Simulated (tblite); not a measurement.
Compound: C5H11N2PSi.
Z-matrix (Å and degrees, GFN2-xTB geometry), rows numbered from 1:
```
C 
N   1  1.4481
P   2  1.6587  1  122.48
N   3  1.5633  2  106.11  1  -168.61
Si  4  1.7212  3  125.87  2  -177.12
C   3  1.8268  2  113.49  1   -36.91
C   6  1.3368  3  109.08  2   117.38
C   7  1.4584  6  115.08  3    -5.87
C   8  1.3372  7  115.07  6    -0.20
H   1  1.0921  2  109.63  3  -146.73
H   1  1.0940  2  113.09  3    91.88
H   1  1.0901  2  108.18  3   -28.30
H   2  1.0123  1  116.65  3  -144.14
H   5  1.4697  4  113.03  3    61.05
H   5  1.4701  4  112.71  3   -60.22
H   5  1.4594  4  102.41  3  -179.29
H   6  1.0771  3  124.50  2   -70.42
H   7  1.0799  6  124.86  3   174.92
H   8  1.0799  7  120.09  6  -179.23
H   9  1.0766  3  124.09  2    64.86
```

Computed values, GFN2-xTB/tblite, gas phase, harmonic and unscaled. The method is semi-empirical: single wavenumbers can be off by several per cent or more. Modes of hydrogen on silicon can be 10 to 20 % off. One conformer, not necessarily the lowest.

Harmonic wavenumbers (cm⁻¹): 51.1, 66.6, 83.0, 92.4, 101.3, 129.6, 186.2, 204.6, 288.7, 304.8, 416.4, 433.9, 463.8, 491.8, 577.4, 604.3, 638.1, 723.7, 728.8, 754.4, 762.8, 783.9, 809.7, 815.5, 825.8, 852.9, 889.5, 892.9, 988.0, 1032.3, 1073.6, 1081.8, 1105.5, 1121.7, 1224.6, 1230.1, 1291.9, 1300.6, 1411.6, 1474.9, 1492.6, 1533.3, 1619.9, 2167.1, 2192.9, 2284.5, 2940.6, 2980.8, 3011.1, 3072.2, 3080.4, 3098.3, 3104.5, 3378.1.

A = 1663, B = 1008, C = 764.6 MHz; mass 158.043 u (most abundant isotopes); point group C1, symmetry number 1.

Question: What is the zero-point energy?

Answer: ½Σν̃ = 32133 cm⁻¹ = 384.40 kJ/mol.

Question: What is S at 298.15 K and 1 bar for an ideal gas of classical rigid rotors and harmonic oscillators?

Answer: Translation 172.00, rotation 125.13, vibration 156.88: S = 454.0 J/(mol K).

Question: And Cp and H(298.15 K) − H(0)?

Answer: Cp = 189.53 J/(mol K), of which vibrations give 156.27 (their classical limit is 54 R = 449.0); H(298.15 K) − H(0) = 34.04 kJ/mol without the zero-point energy, 24.13 from vibrations.

Question: What must be added to the electronic energy to get the Gibbs energy at 298.15 K and 1 bar?

Answer: ZPE + [H(298.15 K) − H(0)] − T·S = 384.40 + 34.04 − 135.36 = 283.08 kJ/mol.

Question: How do the functions run with temperature in this model?

Answer: 
```csv
T (K),S (J/(mol K)),Cp (J/(mol K)),H − H(0) (kJ/mol),G − H(0) (kJ/mol),ln q(vib)
50,256.0,65.8,2.29,-10.51,0.68
100,310.6,92.7,6.31,-24.75,2.40
373.15,500.4,224.3,49.59,-137.12,11.56
500,573.0,272.1,81.22,-205.28,15.57
750,696.4,335.6,157.84,-364.45,23.02
1000,798.8,375.8,247.11,-551.73,29.78
```

q(vib) and H(0) count from the zero-point level.

Hindered rotation and anharmonicity are outside this model. Other conformers, if any are populated, would add a mixing term that is left out. The structure is chiral; the term R ln 2 for an equal mix with its mirror image is left out.
